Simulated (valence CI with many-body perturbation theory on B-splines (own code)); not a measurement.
E1 line list for As

Method: relativistic CI+MBPT: five valence electrons over a frozen Dirac-Fock core [Ar] 3d10, radial functions for each j: 9 s, 9 p, 8 d, 6 f, 3 g, 1 h, with the one-electron correlation potential Σ1, the two-electron term Σ2, the three-electron term Σ3, Breit, model QED; selected CI, second order for the rest, scaled by the run's own slope (own B-spline code, finite nucleus).

Against 11 measured levels this calculation errs by 93 cm⁻¹ on average and by 134 at most. These come from a selection out of the NIST Handbook of Basic Atomic Spectroscopic Data. Levels without a partner in it may be off by more. Among the levels kept, up to 1700 cm⁻¹ of a level comes from second order outside the variational space, and about a tenth of that is noise between levels of different J, which matters for small intervals.

Lines 51 to 100 of 287 in falling wavelength, among levels below 8.880 eV, chosen from the strongest by gf and those to the six lowest levels. Wavelengths and rates use the calculated energies, so an error of 90 cm⁻¹ moves a line at 2405 nm by 2.2 % and its rate by three times that or more. Electric multipoles are in the length gauge, E1 and E2 with the static RPA response of the core. Weak lines are less certain than strong ones. Lines between different terms over intervals too small for the method are left out, as are lines whose strength nearly cancels. Where a level lies close to another of its J and parity, the split of strength between their lines is uncertain. The highest levels of a list are the least certain.

Names give the largest LS component (configuration and term), which can be under half, so a name can repeat, a term be missing and a line seem to break the LS rules; names also repeat where a configuration has a term twice. Letters in brackets count levels of one name in rising energy.

```tsv
λ vac (nm)	Upper	Lower	A (s⁻¹)	S (a.u.) with core polarisation	S without
2405	4s2.4p2.4d 4D_1/2	4s2.4p2.5p 4P°_1/2	1.19e+06	1.64e+01	1.64e+01
2369	4s2.4p2.4d 2D_5/2	4s2.4p2.5p 2D°_5/2 [a]	5.22e+05	2.06e+01	2.06e+01
2268	4s2.4p2.4d 4D_3/2	4s2.4p2.5p 4P°_3/2	9.77e+05	2.25e+01	2.25e+01
2160	4s2.4p2.4d 2P_3/2	4s2.4p2.5p 2S°_1/2	7.20e+05	1.43e+01	1.43e+01
2151	4s2.4p2.6p 4P°_1/2	4s2.4p2.4d 4D_3/2	5.35e+05	5.26e+00	5.26e+00
2148	4s2.4p2.4d 4D_5/2	4s2.4p2.5p 4P°_3/2	4.52e+05	1.33e+01	1.33e+01
2138	4s2.4p2.4d 2P_1/2	4s2.4p2.5p 4D°_1/2	9.94e+05	9.59e+00	9.59e+00
2103	4s2.4p2.4d 2D_5/2	4s2.4p2.5p 4S°_3/2	2.06e+05	5.66e+00	5.66e+00
2043	4s2.4p2.4d 2F_7/2	4s2.4p2.5p 4D°_7/2	2.44e+05	8.23e+00	8.24e+00
2040	4s2.4p2.6s 4P_1/2	4s2.4p2.5p 4P°_3/2	1.42e+06	1.19e+01	1.19e+01
2040	4s2.4p2.6p 2D°_3/2	4s2.4p2.4d 4D_5/2	3.15e+05	5.27e+00	5.27e+00
2027	4s2.4p2.6s 2P_3/2	4s2.4p2.5p 2P°_3/2	2.21e+06	3.64e+01	3.64e+01
2006	4s2.4p2.4d 4P_5/2 [b]	4s2.4p2.5p 2P°_3/2	5.37e+05	1.28e+01	1.28e+01
2002	4s2.4p2.4d 4D_5/2	4s2.4p2.5p 4D°_5/2	4.72e+05	1.12e+01	1.12e+01
1984	4s2.4p2.6p 2D°_3/2	4s2.4p2.4d 4D_1/2	3.03e+05	4.67e+00	4.67e+00
1958	4s2.4p2.4d 2D_5/2	4s2.4p2.5p 4P°_5/2	7.49e+05	1.67e+01	1.67e+01
1952	4s2.4p2.6s 4P_5/2	4s2.4p2.5p 2D°_5/2 [a]	4.52e+05	9.94e+00	9.93e+00
1890	4s2.4p2.6s 4P_3/2	4s2.4p2.5p 2D°_3/2 [a]	6.74e+05	8.98e+00	8.98e+00
1886	4s2.4p2.6s 2P_3/2	4s2.4p2.5p 2P°_1/2 [a]	1.15e+06	1.52e+01	1.52e+01
1833	4s2.4p2.6s 2P_3/2	4s2.4p2.5p 2D°_5/2 [a]	5.62e+06	6.83e+01	6.82e+01
1830	4s2.4p2.6s 4P_3/2	4s2.4p2.5p 4P°_1/2	1.26e+06	1.52e+01	1.52e+01
1821	4s2.4p2.5p 2S°_1/2	4s2.4p2.5s 2P_3/2	1.82e+06	1.09e+01	1.09e+01
1816	4s2.4p2.4d 4P_5/2 [b]	4s2.4p2.5p 2D°_5/2 [a]	1.26e+06	2.23e+01	2.23e+01
1808	4s2.4p2.6p 4D°_3/2 [a]	4s2.4p2.4d 4F_5/2	5.64e+05	6.58e+00	6.58e+00
1774	4s2.4p2.6p 2D°_3/2	4s2.4p2.4d 2F_5/2	5.84e+05	6.44e+00	6.44e+00
1771	4s2.4p2.6s 2P_1/2	4s2.4p2.5p 2D°_3/2 [a]	7.78e+06	4.26e+01	4.26e+01
1767	4s2.4p2.6s 4P_5/2	4s2.4p2.5p 4S°_3/2	3.63e+06	5.93e+01	5.93e+01
1761	4s2.4p2.4d 4D_1/2	4s2.4p2.5p 4D°_3/2	2.45e+06	1.32e+01	1.32e+01
1746	4s2.4p2.4d 2D_3/2	4s2.4p2.5p 2D°_3/2 [a]	1.20e+06	1.26e+01	1.26e+01
1718	4s2.4p2.4d 4D_5/2	4s2.4p2.5p 4D°_3/2	4.41e+05	6.62e+00	6.63e+00
1718	4s2.4p2.6p 4D°_1/2	4s2.4p2.4d 4F_3/2	8.55e+05	4.28e+00	4.28e+00
1718	4s2.4p2.6s 2P_1/2	4s2.4p2.5p 4P°_1/2	1.11e+06	5.57e+00	5.57e+00
1717	4s2.4p2.6s 4P_3/2	4s2.4p2.5p 4P°_3/2	3.53e+06	3.52e+01	3.52e+01
1664	4s2.4p2.6s 4P_5/2	4s2.4p2.5p 4P°_5/2	3.70e+06	5.04e+01	5.04e+01
1655	4s2.4p2.4d 4P_5/2 [b]	4s2.4p2.5p 4S°_3/2	6.90e+05	9.26e+00	9.26e+00
1649	4s2.4p2.6s 4P_1/2	4s2.4p2.5p 4D°_3/2	6.20e+06	2.75e+01	2.74e+01
1632	4s2.4p2.6p 4D°_5/2	4s2.4p2.4d 4F_7/2	8.65e+05	1.11e+01	1.11e+01
1630	4s2.4p2.5p 4D°_1/2	4s2.4p2.5s 2P_3/2	1.46e+06	6.22e+00	6.22e+00
1628	4s2.4p2.6s 4P_1/2	4s2.4p2.5p 4D°_1/2	1.42e+06	6.05e+00	6.04e+00
1622	4s2.4p2.6s 4P_3/2	4s2.4p2.5p 4D°_5/2	7.66e+06	6.45e+01	6.45e+01
1616	4s2.4p2.4d 4P_3/2 [b]	4s2.4p2.5p 2D°_5/2 [a]	5.67e+05	4.73e+00	4.73e+00
1576	4s2.4p2.6s 2P_3/2	4s2.4p2.5p 4P°_5/2	1.60e+06	1.24e+01	1.24e+01
1571	4s2.4p2.4d 2D_5/2	4s2.4p2.5p 4P°_3/2	8.57e+05	9.84e+00	9.85e+00
1564	4s2.4p2.4d 4P_5/2 [b]	4s2.4p2.5p 4P°_5/2	2.02e+06	2.29e+01	2.29e+01
1553	4s2.4p2.6s 4P_5/2	4s2.4p2.5p 4D°_7/2	8.15e+06	9.03e+01	9.03e+01
1488	4s2.4p2.4d 4P_3/2 [b]	4s2.4p2.5p 4S°_3/2	5.17e+06	3.36e+01	3.36e+01
1474	4s2.4p2.6s 4P_1/2	4s2.4p2.5p 2S°_1/2	4.26e+06	1.35e+01	1.35e+01
1437	4s2.4p2.5p 2S°_1/2	4s2.4p2.5s 2P_1/2	3.14e+06	9.19e+00	9.19e+00
1431	4s2.4p2.6s 4P_3/2	4s2.4p2.5p 4D°_3/2	1.11e+06	6.43e+00	6.42e+00
1415	4s2.4p2.6s 4P_3/2	4s2.4p2.5p 4D°_1/2	9.91e+05	5.55e+00	5.54e+00
```
